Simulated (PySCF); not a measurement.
```xyz
7

Ti     0.0110     0.1789     0.0874
O     -0.1586     1.5901    -0.9367
H      0.0211     2.4872    -1.2363
O      1.1483     0.2786     1.4162
H      1.8091     0.6941     1.9797
H     -1.5221    -0.1357     0.7635
H      0.5201    -1.1056    -0.9112
```

Charge 0, multiplicity 1.

Task: Give the Mulliken and meta-Löwdin atomic charges from PBE-D3(BJ)/def2-TZVP // r2SCAN-D4/def2-SVP (PySCF).

Result: 
```json
[
 {"atom": "Ti1", "Mulliken (e)": "1.01", "meta-Löwdin (e)": "1.05"},
 {"atom": "O2", "Mulliken (e)": "-0.66", "meta-Löwdin (e)": "-0.63"},
 {"atom": "H3", "Mulliken (e)": "0.33", "meta-Löwdin (e)": "0.36"},
 {"atom": "O4", "Mulliken (e)": "-0.66", "meta-Löwdin (e)": "-0.63"},
 {"atom": "H5", "Mulliken (e)": "0.33", "meta-Löwdin (e)": "0.36"},
 {"atom": "H6", "Mulliken (e)": "-0.18", "meta-Löwdin (e)": "-0.25"},
 {"atom": "H7", "Mulliken (e)": "-0.18", "meta-Löwdin (e)": "-0.25"}
]
```
